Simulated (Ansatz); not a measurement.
Reaction (cleavage of the Si–In bond): `[CH3][In]([SiH3])[Cl]` + `[NH2][Al]([OH])[F]` → `[NH2][Al]([F])[O][SiH3]` + `[CH3][InH][Cl]`

Computed with Ansatz on PBE0-D4/def2-TZVP structures; ΔE is electronic, products minus reactants. CCSD(T)/CBS is the MP2 limit (def2-TZVPP, def2-QZVPP) plus CCSD(T) − MP2 in def2-TZVPP, frozen cores. DFT in def2-TZVPP. Elements past krypton have def2 core potentials. For In outer-core shells are correlated without core-valence functions, which leaves a few kJ/mol of doubt a bond. Each species was taken in one conformer, which may not be the lowest.

```csv
species,PBE0-D4 energy (Eh)
`[CH3][In]([SiH3])[Cl]`,-981.31493
`[NH2][Al]([OH])[F]`,-473.99518
`[NH2][Al]([F])[O][SiH3]`,-764.61622
`[CH3][InH][Cl]`,-690.71835
```

**Question.** Work out ΔE.

**Answer.** ΔE = (-764.61622) + (-690.71835) − (-981.31493) − (-473.99518) = -0.02446 Eh = -0.67 eV. CCSD(T)/CBS gives -0.78 eV.

Largest T1 diagnostic among the species: 0.012.

From r2SCAN to r2SCAN0 (25 % exact exchange), in def2-TZVPP and without D4, ΔE moves by −0.04 eV. Leaving LDA and LC-ωPBE aside and taking each functional with its dispersion term where it has one, the values, not all of them listed here, spread over 0.36 eV, from BHLYP-D4 to PBE-D4. LDA lies −0.05 eV from PBE without D4. In def2-TZVPP, CCSD(T) changes the Hartree–Fock value by +0.31 eV (the triples alone add +0.04 eV) and MP2 by +0.30 eV.
